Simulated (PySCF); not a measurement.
C₃H₇FSi, SMILES F[C@H]1C[C@@H]1[SiH3]. Atoms are numbered in the order given.

```xyz
12

F     -1.8245     1.4242     0.0398
C     -0.8477     0.6017     0.5230
C     -1.0787    -0.8652     0.4524
C     -0.0571    -0.1970    -0.4735
Si     1.7839    -0.4770    -0.2790
H     -0.3539     1.0413     1.3975
H     -0.7256    -1.4966     1.2739
H     -2.0190    -1.1870    -0.0032
H     -0.4148    -0.0646    -1.5014
H      2.0967    -0.5571     1.1795
H      2.1984    -1.7554    -0.9278
H      2.5640     0.6431    -0.8818
```

Coordinates come from a B3LYP-D3(BJ)/def2-SVP optimisation. The structure was generated by enumeration; whether it is a known compound was not checked.

The numbers are results of CAM-B3LYP/def2-TZVP run with PySCF, not measurements.

ESP charges are fitted to the potential on shells at 1.4 to 2.0 van der Waals radii. Atomic charges (e):

```json
[
 {"atom": "F1", "Mulliken": "…", "ESP fit": "-0.22", "IAO": "-0.32"},
 {"atom": "C2", "Mulliken": "0.11", "ESP fit": "0.12", "IAO": "0.18"},
 {"atom": "C3", "Mulliken": "…", "ESP fit": "-0.44", "IAO": "-0.30"},
 {"atom": "C4", "Mulliken": "-0.23", "ESP fit": "-0.17", "IAO": "-0.45"},
 {"atom": "Si5", "Mulliken": "0.24", "ESP fit": "0.20", "IAO": "0.67"},
 {"atom": "H6", "Mulliken": "…", "ESP fit": "0.13", "IAO": "0.14"},
 {"atom": "H7", "Mulliken": "0.12", "ESP fit": "0.18", "IAO": "0.15"},
 {"atom": "H8", "Mulliken": "0.13", "ESP fit": "0.20", "IAO": "0.16"},
 {"atom": "H9", "Mulliken": "0.13", "ESP fit": "0.17", "IAO": "0.16"},
 {"atom": "H10", "Mulliken": "…", "ESP fit": "-0.05", "IAO": "-0.14"},
 {"atom": "H11", "Mulliken": "…", "ESP fit": "-0.05", "IAO": "-0.13"},
 {"atom": "H12", "Mulliken": "…", "ESP fit": "-0.06", "IAO": "-0.13"}
]
```

What belongs in the gaps? (Estimate from the structure and the level; the computed values follow.)


- F1, Mulliken: -0.23
- C3, Mulliken: -0.24
- H6, Mulliken: 0.11
- H10, Mulliken: -0.05
- H11, Mulliken: -0.04
- H12, Mulliken: -0.04

Give the Mayer and Wiberg (Löwdin basis) orders of the bonds. (The exact figures need the calculation; the answer reports its results.)


```json
[
 {"bond": "F1–C2", "Mayer": "1.03", "Wiberg": "1.67"},
 {"bond": "C2–C3", "Mayer": "0.94", "Wiberg": "1.27"},
 {"bond": "C2–C4", "Mayer": "0.92", "Wiberg": "1.22"},
 {"bond": "C3–C4", "Mayer": "0.92", "Wiberg": "1.21"},
 {"bond": "C4–Si5", "Mayer": "0.97", "Wiberg": "1.13"},
 {"bond": "C2–H6", "Mayer": "0.99", "Wiberg": "0.85"},
 {"bond": "C3–H7", "Mayer": "0.95", "Wiberg": "0.87"},
 {"bond": "C3–H8", "Mayer": "0.96", "Wiberg": "0.86"},
 {"bond": "C4–H9", "Mayer": "0.95", "Wiberg": "0.81"},
 {"bond": "Si5–H10", "Mayer": "0.95", "Wiberg": "0.95"},
 {"bond": "Si5–H11", "Mayer": "0.96", "Wiberg": "0.95"},
 {"bond": "Si5–H12", "Mayer": "0.96", "Wiberg": "0.95"}
]
```
